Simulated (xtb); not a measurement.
Job for xtb: GFN1-xTB on H2O (SMILES O).

```
$ xtb mol.xyz --gfn 1 --sp --chrg 0 --uhf 0
3

O     -0.06616559     0.15573195     2.44539038
H     -0.10148504     0.94696361     2.98752528
H     -0.05588707    -0.60887588     3.02516512
```

Q: Predict the final total energy.

A: -5.7687 hartree.
